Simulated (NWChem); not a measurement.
System: GaN2H5O; SMILES [NH2][Ga]([NH2])[OH]

Parts of the log:

```
             Northwest Computational Chemistry Package (NWChem) 7.3.0
             --------------------------------------------------------

                             Geometry "geometry" -> ""
                             -------------------------

 Output coordinates in angstroms (scale by  1.889725989 to convert to a.u.)

  No.       Tag          Charge          X              Y              Z
 ---- ---------------- ---------- -------------- -------------- --------------
    1 Ga                  31.0000     0.02610100    -0.02176700    -0.03077700
    2 O                    8.0000     1.78501700    -0.33612400     0.04297000
    3 H                    1.0000     2.32581300     0.44910100     0.16340500
    4 N                    7.0000    -1.02497500    -1.49295200     0.00248100
    5 H                    1.0000    -0.61883900    -2.41318500    -0.11053100
    6 H                    1.0000    -2.00109800    -1.48276400    -0.26179900
    7 N                    7.0000    -0.62106600     1.67437100    -0.00099500
    8 H                    1.0000    -1.59882000     1.87781000    -0.16610000
    9 H                    1.0000    -0.04339000     2.47833200    -0.21075900

 Effective nuclear repulsion energy (a.u.)     292.1679792756

  pbe96 is a nonlocal functional; adding pw91lda local functional.
                              NWChem Property Module
                              ----------------------

                                 NWChem DFT Module
                                 -----------------

 Summary of "ao basis" -> "ao basis" (spherical)
 ------------------------------------------------------------------------------
       Tag                 Description            Shells   Functions and Types
 ---------------- ------------------------------  ------  ---------------------
 Ga                        def2-svpd                14       38   6s4p4d
 O                         def2-svpd                 9       23   4s3p2d
 H                         def2-svpd                 4        8   2s2p
 N                         def2-svpd                 8       20   4s2p2d

            General Information
            -------------------
          SCF calculation type: DFT
          Wavefunction type:  closed shell.
          No. of atoms     :     9
          No. of electrons :    58
           Alpha electrons :    29
            Beta electrons :    29
          Charge           :     0
          Spin multiplicity:     1
          Use of symmetry is: off; symmetry adaption is: off
          Maximum number of iterations: 150
          AO basis - number of functions:   141
                     number of shells:    59
          Convergence on energy requested:  1.00D-06
          Convergence on density requested:  1.00D-05
          Convergence on gradient requested:  5.00D-04

              XC Information
              --------------
          PerdewBurkeErnzerhof Exchange Functional  1.000
            Perdew 1991 LDA Correlation Functional  1.000 local
           PerdewBurkeErnz. Correlation Functional  1.000 non-local

             Grid Information
             ----------------
          Grid used for XC integration:  medium
          Radial quadrature: Mura-Knowles
          Angular quadrature: Lebedev.
          Tag              B.-S. Rad. Rad. Pts. Rad. Cut. Ang. Pts.
          ---              ---------- --------- --------- ---------
          Ga                  1.30      112          10.0       590
          O                   0.60       49          11.0       434
          H                   0.35       45          12.0       434
          N                   0.65       49          11.0       434
          Grid pruning is: on
          Number of quadrature shells:   484
          Spatial weights used:  Erf1

      Superposition of Atomic Density Guess
      -------------------------------------

 Sum of atomic energies:       -2108.65574753

      Non-variational initial energy
      ------------------------------

 Total energy =   -2110.017510
 1-e energy   =   -3518.941687
 2-e energy   =    1116.756197
 HOMO         =      -0.341370
 LUMO         =      -0.040582

   convergence    iter        energy       DeltaE   RMS-Dens  Diis-err
 ---------------- ----- ----------------- --------- --------- ---------
 d= 0,ls=0.0,diis     1  -2111.6649049848 -2.40D+03  2.27D-02  1.10D+00
 d= 0,ls=0.0,diis     2  -2111.3164558413  3.48D-01  1.09D-02  4.40D+00
 d= 0,ls=0.0,diis     3  -2111.7766534299 -4.60D-01  2.91D-03  1.68D-01
 d= 0,ls=0.0,diis     4  -2111.7831162147 -6.46D-03  1.55D-03  8.93D-02
 d= 0,ls=0.0,diis     5  -2111.7921530599 -9.04D-03  4.76D-04  4.57D-03
  Resetting Diis
 d= 0,ls=0.0,diis     6  -2111.7925280959 -3.75D-04  1.77D-04  3.10D-04
 d= 0,ls=0.0,diis     7  -2111.7925460577 -1.80D-05  4.38D-05  7.45D-06
 d= 0,ls=0.0,diis     8  -2111.7925443569  1.70D-06  2.86D-05  2.42D-05
 d= 0,ls=0.0,diis     9  -2111.7925467510 -2.39D-06  6.63D-06  1.14D-06
 d= 0,ls=0.0,diis    10  -2111.7925468757 -1.25D-07  1.75D-06  5.40D-08

         Total DFT energy =    -2111.792546875653
      One electron energy =    -3521.612653504088
           Coulomb energy =     1216.484984121309
    Exchange-Corr. energy =      -98.832856768456
 Nuclear repulsion energy =      292.167979275583

 Numeric. integr. density =       58.000003933521

[...]

 DFT Linear Response polarizability / au
 Frequency  =       0.0000000 / au
              X              Y              Z
 -----------------------------------------------
 X      53.8681008      0.5131427      0.0779952
 Y       0.5131544     58.5658958     -0.0213153
 Z       0.0779831     -0.0213035     43.5334400
 -----------------------------------------------
 Eigenvalues =      53.8133231     58.6213043     43.5328091
 Isotropic   =      51.9891455
 Anisotropic =      13.3504370
 -----------------------------------------------

 Magnetic Dipole Response Matrix (nonzero elements):

 Exiting AOResponse driver routine
```

Level: PBE/def2-SVPD. The geometry was optimised at PBE0/def2-SVP.

**Question.** Write an input that gives this output.

**Answer.** Several could match; the one computed here: the input that was run:
```
start job
memory heap 200 mb stack 900 mb global 1100 mb
geometry units angstroms noautosym nocenter noautoz
  Ga     0.026101    -0.021767    -0.030777
  O      1.785017    -0.336124     0.042970
  H      2.325813     0.449101     0.163405
  N     -1.024975    -1.492952     0.002481
  H     -0.618839    -2.413185    -0.110531
  H     -2.001098    -1.482764    -0.261799
  N     -0.621066     1.674371    -0.000995
  H     -1.598820     1.877810    -0.166100
  H     -0.043390     2.478332    -0.210759
end
basis spherical
  * library def2-svpd
end
dft
  xc xpbe96 cpbe96
  iterations 150
end
property
  response 1 0.0
end
task dft property
```
